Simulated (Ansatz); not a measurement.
Two isomers of C2H9NOSi: A = `CO[SiH2]CN`, B = `CN[SiH](C)O`.

Calculated with Ansatz (gas phase, PBE0-D4/def2-TZVP geometries, no zero-point term in ΔE). CCSD(T)/CBS adds triple-zeta CCSD(T) − MP2 to the extrapolated MP2 energy (def2 sets, frozen cores). DFT in def2-TZVPP. B3LYP here is the variant with VWN-RPA as its local correlation; programs differ in this. One conformer a species, not always the lowest.

Question: Which is lower in electronic energy at CCSD(T)/CBS, and by how much? (Estimate.)

Answer: The calculation gave: B, by 181.5 kJ/mol.

Question: Give E(B) − E(A) in kJ/mol with HF/def2-TZVPP, B3LYP, B2PLYP, CCSD/def2-TZVPP, PBE-D4, ωB97M-V, PBE0-D4. (Estimate.)

Answer: The calculation gave: HF/def2-TZVPP -172.8, B3LYP -172.9, B2PLYP -177.8, CCSD/def2-TZVPP -177.7, PBE-D4 -171.2, ωB97M-V -178.6, PBE0-D4 -175.8. None reverses the order clearly.

Largest T1 diagnostic: 0.010.

In def2-TZVPP, CCSD(T) changes the Hartree–Fock value by −4.7 kJ/mol (the triples alone add +0.2 kJ/mol) and MP2 by −13.7 kJ/mol. From PBE to PBE0 (25 % exact exchange), in def2-TZVPP and without D4, E(B) − E(A) moves by −4.8 kJ/mol.
